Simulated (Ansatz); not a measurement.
Cartesian coordinates in Å:
```
Cl 0.9292 -2.2465 1.0754
C 0.9414 -1.5504 -0.6016
Al -0.0123 0.0761 -0.1224
C -1.4514 1.1921 0.1988
C -0.2606 1.8119 0.4650
H 1.9825 -1.4554 -0.9033
H 0.4333 -2.2618 -1.2494
H -2.4520 1.6075 0.3070
H -0.1102 2.8264 0.8305
```

The species carries charge 0 and has multiplicity 1.

List the PBE0/def2-TZVPP orbital energies in eV (Ansatz). (Best estimate.)

Computed: Occupied: -2767.89, -1527.54, -279.78, -277.96, -277.94, -259.68, -198.03, -197.81, -197.79, -113.47, -73.57, -73.43, -73.38, -24.21, -21.05, -18.84, -14.57, -13.22, -12.97, -12.45, -11.25, -9.03, -8.95, -8.21, -7.92, -6.43. Lowest empty: -0.82, -0.13, 0.11, 0.82, 1.00, 1.72, 2.30, 2.66.
